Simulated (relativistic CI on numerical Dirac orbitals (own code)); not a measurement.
# Hyperfine structure of Ag³¹⁺, mass number 107

Calculated at this level of theory: Dirac-Coulomb-Breit CI, separate exchange-only KLI orbitals for each configuration, model QED, unscaled Slater integrals (own radial code, finite nucleus).

CI space (outside the closed core [Ne]): 3s2 3p4, 3s 3p5, 3s2 3p3 3d, 3p6, 3s 3p4 3d, 3p5 3d, 3s 3p3 3d2, 3s2 3p2 3d 4p, 3p5 4s, 3s 3p3 3d 4s, 3s2 3p3 4s, 3p5 4p, 3s2 3p2 3d2, 3s2 3p 3d3, 3s 3p2 3d3, 3s2 3p 3d2 4s, 3p4 3d2, 3p3 3d3, 3p3 3d2 4s, 3s2 3p2 3d 4s, 3s 3p2 3d2 4s, 3s2 3p 3d 4s2. Double excitations out of closed p, d and f shells are left out; levels of such configurations are missing from the list, as are those of other unlisted configurations, and high levels can miss mixing partners.

Nuclear spin I = 1/2, μ = -0.11352 μN (tables of Stone and Pyykkö). The electronic factors are computed for point nuclear moments, without core polarisation or the Bohr-Weisskopf and QED corrections.

| Level | E (eV) | A (MHz) |
| --- | --- | --- |
| 3s2 3p4 3P_2 | 0.000 | -9431 |
| 3s2 3p4 3P_1 | 38.200 | 2300 |
| 3s2 3p4 1D_2 | 44.366 | -21990 |
| 3s 3p5 3P°_2 | 122.668 | -35390 |

Levels with J = 0, under 50 % of one LS term, or S terms without an open s electron are left out. Small factors come from cancelling terms and can be off by tens of per cent or more.

At this charge energies of transitions that change n are usually good to better than 1 %, and those within a shell (Δn = 0) to a few per cent.

(1) Give the hyperfine levels of 3s2 3p4 3P_2 relative to its centre of gravity.

Answers

(1) With K = F(F + 1) − I(I + 1) − J(J + 1), E = AK/2: F = 3/2: 14150, F = 5/2: -9431 MHz.

LS names give the leading component of a level, which can be under half, so a name can repeat, a term be missing and a line seem to break the LS rules.
